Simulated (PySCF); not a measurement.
# Working out the ionisation energy of Zn¹²⁺

Zn¹²⁺ [Ar] (1S) → Zn¹³⁺ [Ne] 3s2 3p5 (2P). Calculation: PySCF 2.14, in an uncontracted even-tempered set (19 s from 0.81 bohr⁻², ratio 2.5; 12 p from 1.1 bohr⁻², ratio 2.5; 5 d from 7 bohr⁻², ratio 2.7; 4 f from 11 bohr⁻², ratio 2.7); the spin-free X2C one-electron Hamiltonian (Gaussian nucleus). Frozen: 1s2; the 22 highest virtual orbitals dropped. Energies in hartree (1 hartree = 27.21139 eV):

| part | Zn¹²⁺ (lower) | Zn¹³⁺ (upper) |
| --- | --- | --- |
| UHF | -1734.178413 | -1718.826343 |
| MP2 opposite-spin | -0.425156 | -0.405086 |
| MP2 same-spin | -0.164898 | -0.151497 |

Q: What does Hartree-Fock give?

A: (-1718.826343) − (-1734.178413) = 15.352070 hartree = 417.751 eV.

Q: What do MP2 and SCS-MP2 (6/5 opposite-spin, 1/3 same-spin) give?

A: The opposite-spin parts differ by 0.546 eV and the same-spin parts by 0.365 eV. MP2: 417.751 + (0.546) + (0.365) = 418.662 eV. SCS-MP2: 417.751 + 1.2 × (0.546) + (0.365)/3 = 418.528 eV.

A first-order spin-orbit estimate adds -1.367 eV to MP2 (outer shells), giving 417.295 eV against 417.6 ± 1.2 eV (semi-empirical (NIST evaluation); NIST Atomic Spectra Database, ionization energies).

What remains against the reference includes basis incompleteness, the frozen core and correlation beyond second order.
